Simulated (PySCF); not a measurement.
# A barrier at the coupled-cluster level

Start structure (GeNH7O, singlet), relaxed at PBE0-D4/def2-TZVP:

```
10
angstrom
Ge -0.9921 0.6895 -0.5799
O -0.5922 0.6237 1.1716
H -1.3748 -0.7077 -1.0775
H -2.2234 1.6268 -0.6759
H 0.1799 1.3020 -1.3521
H 1.1213 -0.7523 0.9422
N 1.4113 -1.0955 0.0330
H -1.2145 1.1452 1.6816
H 1.3695 -2.1064 0.0539
H 2.3786 -0.8321 -0.1058
```

The step: GeH₄O ([OH][GeH3]) + NH₃ → GeNH₅ ([NH2][GeH3]) + H₂O; bonds formed: Ge1–N7, O2–H6; bonds broken: Ge1–O2, H6–N7. Computed with PySCF 2.14 with density fitting (its default auxiliary sets; JK sets also for MP2 and CCSD(T)) (basis: def2-TZVPP and def2-QZVPP); correlated methods freeze the cores. Filled d shells of the heavier atoms are correlated. The def2 sets are not built for correlating such inner shells, so the correlated values are less sure here. Extrapolation: Hartree–Fock as exp(−7.88 √X), correlation as X^−2.97. Energies below are by CCSD(T) at an estimated basis limit (MP2 extrapolated from triple and quadruple zeta, plus CCSD(T) − MP2 in triple zeta).

Q: What are the electronic barrier and the energy of the step, from the start structure to the end structure? (Judge from chemistry; the value comes from the calculation.)

A: The calculation gives: Barrier 130.1 kJ/mol; step energy 10.8 kJ/mol (uphill); reverse barrier, their difference, 119.3 kJ/mol. Barrier and step energy count from the start structure, the reverse barrier from the end structure.

The saddle point: One imaginary mode of 704i cm⁻¹.
```
  pair  start (Å)  saddle (Å)  end (Å)
Ge1–N7       3.06        2.00     1.86
 O2–H6       2.21        1.36     0.98
Ge1–O2       1.80        2.17     3.63
 H6–N7       1.01        1.15     1.94
```

Zero-point energy (harmonic, PBE0-D4): ZPE is 193.2 kJ/mol at the start and 188.2 kJ/mol at the saddle, so the barrier goes from 130.1 to 125.1 kJ/mol.

The T1 diagnostic stays at or below 0.012.

Labels in which every atom is bracketed show which atoms are joined, not bond orders.

For scale, one of the runs: CCSD(T)/def2-TZVPP, 208 basis functions, launched by `OMP_NUM_THREADS=4 python run.py`. Time: 16 min of wall clock on 4 CPU threads of an Arm Neoverse V1; the host was shared. Peak host memory: 3.5 GiB.
